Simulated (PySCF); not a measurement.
**Polarisability and C₆ of Zr(2+) (zirconium, charge +2)**

[Kr] 4d1 5s1, high-spin 3D determinant (an excited configuration). Calculation: PySCF 2.14, in x2c-TZVPPall with one added diffuse shell each of s, p, d, f type (9s7p7d3f1g, 95 functions); the spin-free X2C one-electron Hamiltonian (Gaussian nucleus). Coupled (time-dependent) response in atomic units; α is the mean over directions.

```csv
method,mean α (bohr³),"α xx, yy, zz",C₆ (like pair),S(−4)
UHF,47.71,"47.33, 47.33, 48.48",327.5,1734
PBE,38.34,"37.86, 37.86, 39.31",250.9,1044
PBE0,40.67,"40.05, 40.05, 41.90",269.1,1201
```

S(−4) is the Cauchy moment in α(ω) = α(0) + S(−4) ω² + …

Spin-orbit coupling is absent.

α(iu) at PBE:

```tsv
u (hartree)	α(iu) (bohr³)
0	38.34
0.0500	35.92
0.100	30.42
0.200	19.85
0.300	13.60
0.500	8.038
0.750	5.294
1.00	3.902
1.50	2.423
2.00	1.644
3.00	0.8857
5.00	0.3720
```

For an ion, C₆ is the dispersion term alone; charge-induced terms of lower order in 1/R come first.

The components differ because the open shell of this determinant is not spherical; for a pure term their mean is the scalar polarisability.
